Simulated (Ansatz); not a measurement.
Name a neutral molecule of C, Cl, Si and H with zero-point energy (PBE0-D4/def2-TZVP) between 160 and 176 kJ/mol and HOMO–LUMO gap (ωB97M-V/def2-TZVPP) between 12.05 and 12.35 eV (Ansatz, PBE0-D4/def2-TZVP geometry).

`C#C[SiH](C)Cl` (175.0 kJ/mol, 12.14 eV). Other molecules can fit too; these were computed, each in one conformer that needn't be the lowest.
